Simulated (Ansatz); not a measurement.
Compare A (`F[SiH2]SS`) with its isomer B (`F[SiH](S)S`).

Gas-phase electronic energies from Ansatz, PBE0-D4/def2-TZVP geometries. CCSD(T)/CBS is the MP2 limit (def2-TZVPP, def2-QZVPP) plus CCSD(T) − MP2 in def2-TZVPP, frozen cores. DFT in def2-TZVPP. B3LYP here is the variant with VWN-RPA as its local correlation; programs differ in this. Each species was taken in one conformer, which may not be the lowest.

Question: Which is lower in electronic energy at CCSD(T)/CBS, and by how much? (An estimate is asked.)

Answer: Ansatz gave: B, by 25.8 kcal/mol.

Question: Give E(B) − E(A) in kcal/mol with ωB97M-V, B3LYP-D4, PBE-D4, MP2/def2-TZVPP, PBE0-D4, r2SCAN-D4, B3LYP. (An estimate is asked.)

Answer: The calculation gave: ωB97M-V -25.6, B3LYP-D4 -24.7, PBE-D4 -24.1, MP2/def2-TZVPP -26.9, PBE0-D4 -25.3, r2SCAN-D4 -26.2, B3LYP -24.7. None reverses the order clearly.

Question: Does the order hold for the free energy at 298.15 K (harmonic terms from PBE0-D4)? (An estimate is asked.)

Answer: Computed: Yes: G(B) − G(A) = -26.3 kcal/mol, for one conformer each.

Largest T1 diagnostic: 0.012.

From PBE to PBE0 (25 % exact exchange), in def2-TZVPP and without D4, E(B) − E(A) moves by −1.2 kcal/mol. Leaving LDA and LC-ωPBE aside and taking each functional with its dispersion term where it has one, the values, not all of them listed here, spread over 3.4 kcal/mol, from B97M-V to BLYP-D4. LDA lies −0.7 kcal/mol from PBE without D4.
